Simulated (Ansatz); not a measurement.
Pulling on the Se1–F2 bond in BrFSe (SMILES F[Se]Br) (multiplicity 1 held, fragments rigid). Energies count from the point at 1.764 Å.
Geometry at that point (charge 0, multiplicity 1):
```xyz
3

Se     0.5102    -0.4308     0.7784
F      1.4735    -1.3137    -0.4066
Br    -0.8745     0.7563    -0.6516
```

Signs of static correlation in cc-pVDZ, from Ansatz (a program for electronic structure) runs.

```
R (Å)  T1 of restricted CCSD  ⟨S²⟩ of UHF  largest double amplitude of restricted CCSD
-----  ---------------------  -----------  -------------------------------------------
1.411                  0.010        0.000                                        0.087
1.588                  0.012        0.000                                        0.092
1.764                  0.014        0.000                                        0.094
1.940                  0.016        0.000                                        0.092
2.117                  0.020        0.491                                        0.107
2.381                  0.030        0.836                                        0.139
2.646                  0.043        0.944                                        0.305
3.087                  0.069        1.002                                          [?]
3.528                  0.087        1.013                                          [?]
4.057                  0.097        1.013                                        0.879
4.763                  0.100        1.013                                        0.951
5.645                  0.097        1.013                                        0.965
```

Q: Some entries are withheld; supply them.

A: 
- 3.087, largest double amplitude of restricted CCSD: 0.548
- 3.528, largest double amplitude of restricted CCSD: 0.742

Doubts at one or more of the structures used: a restricted determinant that unrestricted orbitals would lower (R-CCSD(T)/cc-pVDZ); other coupled-cluster roots lie near (R-CCSD(T)/cc-pVDZ); T1 above 0.05 (R-CCSD(T)/cc-pVDZ, U-CCSD(T)/cc-pVDZ); a spin-contaminated determinant (U-CCSD(T)/cc-pVDZ).
